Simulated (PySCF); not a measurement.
A PySCF script (with the pyscf-properties extension) for the NMR shieldings of `P[SiH2][C@H](C)N[SiH3]`, C2H12NPSi2, on a GFN2-xTB geometry:

```python
import basis_set_exchange as bse
import numpy as np
from pyscf import gto, dft
from pyscf.prop import nmr

atoms = """
C    -0.918692   -1.771140   -0.392086
C    -0.165490   -0.543064    0.112478
N    -0.334287    0.599318   -0.767214
Si   -1.622951    1.728291   -0.615243
Si    1.720266   -0.867416    0.334439
P     2.796147    1.011446    0.903392
H    -1.977403   -1.542631   -0.508516
H    -0.527154   -2.086684   -1.357557
H    -0.812179   -2.595929    0.307753
H    -0.595235   -0.253940    1.077251
H     0.006381    0.397577   -1.696010
H    -1.537639    2.229931    0.758019
H    -1.327087    2.742886   -1.622639
H    -2.975366    1.186459   -0.825386
H     2.267706   -1.315687   -0.953138
H     1.938449   -1.902769    1.350493
H     2.171818    1.140578    2.133057
H     1.883957    1.849092    0.289267
"""
names = dict.fromkeys(["C", "N", "Si", "P", "H"], "pcSseg-1")
basis = {el: gto.basis.parse(bse.get_basis(n, elements=[el], fmt="nwchem")) for el, n in names.items()}
mol = gto.M(atom=atoms, basis=basis, charge=0, verbose=0)
mf = dft.RKS(mol, xc="PBE0")
mf.grids.level = 2
mf.grids.alignment = dft.numint.BLKSIZE   # the property module wants whole blocks of grid points
mf.conv_tol = 1e-9
mf.kernel()

calc = nmr.RKS(mf)   # GIAO
C = mf.mo_coeff
Co = C[:, mf.mo_occ > 0]
resp = mf.gen_response(singlet=True, hermi=2)
def vind(x):   # induced exchange potential for any number of trial vectors
    d = np.einsum("pi,xij,qj->xpq", C, 2 * x.reshape(-1, C.shape[1], Co.shape[1]), Co, optimize=True)
    return np.einsum("xpq,pi,qj->xij", resp(d - d.transpose(0, 2, 1)), C, Co, optimize=True).ravel()
mo1, _ = nmr.rhf.solve_mo1(calc, with_cphf=vind)
sigma = calc.kernel(mo1)
for i, s in enumerate(sigma):   # ppm
    w = np.linalg.eigvalsh((s + s.T) / 2)
    print("%2d %-2s iso %8.1f  s11 %8.1f  s22 %8.1f  s33 %8.1f" % (i, mol.atom_pure_symbol(i), w.mean(), *w))
```

Problem. Give the expected output.

Solution. 
```
 0 C  iso    162.6  s11    144.7  s22    157.4  s33    185.8
 1 C  iso    143.3  s11    124.6  s22    142.5  s33    162.8
 2 N  iso    235.1  s11    195.0  s22    230.1  s33    280.3
 3 Si iso    406.5  s11    359.3  s22    383.5  s33    476.8
 4 Si iso    389.0  s11    324.5  s22    398.3  s33    444.1
 5 P  iso    630.0  s11    574.3  s22    632.7  s33    682.9
 6 H  iso     29.8  s11     25.0  s22     28.4  s33     36.0
 7 H  iso     30.8  s11     27.5  s22     29.1  s33     35.9
 8 H  iso     30.4  s11     25.8  s22     28.1  s33     37.5
 9 H  iso     29.7  s11     27.3  s22     28.6  s33     33.2
10 H  iso     32.6  s11     24.6  s22     31.6  s33     41.7
11 H  iso     27.2  s11     23.0  s22     26.7  s33     31.9
12 H  iso     27.1  s11     23.4  s22     25.1  s33     32.7
13 H  iso     26.8  s11     22.4  s22     25.1  s33     32.8
14 H  iso     28.0  s11     23.9  s22     27.0  s33     33.1
15 H  iso     27.3  s11     23.3  s22     25.8  s33     32.9
16 H  iso     30.8  s11     26.1  s22     27.2  s33     39.1
17 H  iso     29.9  s11     23.8  s22     28.3  s33     37.6
```

These numbers come from an equivalent density-fitted implementation of the same equations, which agrees with the script to about 0.01 ppm for H and up to a few tenths of a ppm for heavy atoms, so last digits may differ.

Problem. Turn these shieldings into chemical shifts. Referencing at the same level of theory: 13C (σref 186.93) and 29Si (σref 349.16) and 1H (σref 31.72) vs TMS; 15N (σref 267.73) against NH3; H3PO4 for 31P (σref 318.38).

Solution. Averaging equivalent atoms: C 1: 43.6; C 0: 24.3; N 2: 32.6; Si 4: -39.8; Si 3: -57.4; P 5: -311.6; H 11/12/13: 4.70; H 15: 4.39; H 14: 3.74; H 9: 2.05; H 6/7/8: 1.36; H 16/17: 1.36; H 10: -0.89 ppm. Experimental scales use liquid or dissolved standards, which lie at an offset from isolated NH3 (liquid NH3: subtract about 20 ppm) and H3PO4.

Size and cost of the density-fitted run: 183 basis functions, 31 s wall time on 1 thread of an Arm Neoverse V2, shared host; peak memory 0.84 GiB.
